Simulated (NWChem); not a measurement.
Species: BaBrF; SMILES [F][Ba][Br]

```xyz
3

Ba    -0.3040    -0.8875     0.0000
F      1.3309    -2.3955     0.0000
Br     0.1442     2.0360     0.0000
```
Atoms are numbered in this order, from 1.

Results from NWChem. All runs use the structure optimised with PBE0/def2-SVP. def2 effective core potentials on Ba; no spin-orbit coupling. Vertical excitations in the gas phase.

**Question.** What does the run give for Hartree-Fock/def2-SVPD, TDHF? Quantities: lowest excitation, singlet (eV); orbital gap (eV).

**Answer.** 
```json
{
 "lowest excitation, singlet (eV)": "5.71",
 "orbital gap (eV)": "9.16"
}
```
